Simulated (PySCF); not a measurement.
The PySCF input:
```python
from pyscf import gto, scf, dft

mol = gto.M(
    atom='''
B     0.06289048    0.38812771    0.01567041
Cl    0.50010662    1.84280339    0.54539415
O    -0.89155925   -0.00948153   -0.92209566
C    -1.65229692    0.91848518   -1.65374372
H    -1.45530245    1.83401626   -1.34748615
H    -1.26342394    0.77471469   -2.75019903
H    -2.73522662    0.62834736   -1.63795065
S     0.91764851   -0.96277492    0.84851986
C     0.15315978   -2.57763747   -0.12326612
H    -0.89394056   -2.61044218    0.07454999
H     0.58905307   -3.44706943    0.24299797
H     0.38052743   -2.42283064   -1.31785467
''',
    basis='sto-3g',
    verbose=4,
)

mf = dft.RKS(mol)
mf.xc = 'tpss'
mf.kernel()
g = mf.nuc_grad_method()
grad = g.kernel()
```

Question: What does this run give for the nuclear repulsion energy, HOMO-LUMO gap, Mulliken (on the basis functions themselves) charges in atom order, HOMO energy?

Answer: 
```json
{
  "nuclear_repulsion_energy": "346.6003 Eh",
  "HOMO-LUMO gap": "5.52 eV",
  "Mulliken (on the basis functions themselves) charges in atom order": "B1 0.14, Cl2 -0.17, O3 -0.21, C4 -0.11, H5 0.11, H6 0.07, H7 0.09, S8 0.10, C9 -0.25, H10 0.08, H11 0.08, H12 0.06",
  "HOMO energy": "-2.78 eV"
}
```

Question: Roughly what does it cost on one core?

Answer: about 18 core-seconds (a rough figure).
